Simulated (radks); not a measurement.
The numbers below are computed, except where a source is named.
Charge is removed step by step from the 5s down level of neutral thulium, starting from [Kr] 4d10 4f13 5s(up 1, down 1) 5p6 6s2. Level of theory: scalar-relativistic Kohn-Sham, PBE, spin-polarised, spherical densities, finite nucleus; open shells are filled with parallel spins first (spin-orbit coupling, left out, can overturn this in heavy ions); Fermi nuclear charge, rms radius 5.2256 fm (a radial shooting solver on a logarithmic mesh with Libxc functionals).

removed (e) = 0: E - E(0) (eV) 0.000; eigenvalue (eV) -53.148; E minus straight line (eV) 0.000
removed (e) = 0.1: E - E(0) (eV) 5.365; eigenvalue (eV) -54.256; E minus straight line (eV) -0.533
removed (e) = 0.2: E - E(0) (eV) 10.842; eigenvalue (eV) -55.393; E minus straight line (eV) -0.954
removed (e) = 0.3: E - E(0) (eV) 16.434; eigenvalue (eV) -56.555; E minus straight line (eV) -1.260
removed (e) = 0.4: E - E(0) (eV) 22.144; eigenvalue (eV) -57.742; E minus straight line (eV) -1.449
removed (e) = 0.5: E - E(0) (eV) 27.974; eigenvalue (eV) -58.949; E minus straight line (eV) -1.517
removed (e) = 0.6: E - E(0) (eV) 33.925; eigenvalue (eV) -60.176; E minus straight line (eV) -1.465
removed (e) = 0.7: E - E(0) (eV) 40.000; eigenvalue (eV) -61.421; E minus straight line (eV) -1.288
removed (e) = 0.8: E - E(0) (eV) 46.200; eigenvalue (eV) -62.683; E minus straight line (eV) -0.986
removed (e) = 0.9: E - E(0) (eV) 52.527; eigenvalue (eV) -63.960; E minus straight line (eV) -0.557
removed (e) = 1: E - E(0) (eV) 58.982; eigenvalue (eV) -65.253; E minus straight line (eV) 0.000

Removing the whole electron costs 58.982 eV by Delta-SCF, against 53.148 eV from minus the eigenvalue at the starting occupation. Slater's transition state (half an electron removed) gives 58.949 eV. Integrating minus the eigenvalue over the occupation (Janak's theorem) gives 59.032 eV. In this scalar-relativistic scheme the density is built from large components alone, so the theorem holds only approximately. The mean slope of the eigenvalue, de/dn, is 12.1 eV per electron.
